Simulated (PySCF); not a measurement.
An element was calculated at PBE (PySCF 2.14, ECP, a triple-zeta basis, no spin-orbit coupling), in the ground configurations that NIST lists.

| Property | Result |
| --- | --- |
| electron affinity | 1.435 eV |
| first ionisation energy | 7.483 eV |
| second ionisation energy | 16.276 eV |
| third ionisation energy | 25.977 eV |
| polarisability of the atom | 69.1 bohr³ |

Problem. Which element is it?

Solution. Tungsten (W, Z = 74), in def2-TZVPPD with the def2 core potential (60 electrons). NIST lists 7.864, 16.37 ± 0.15, 26 ± 0.4 eV for these ionisation energies.
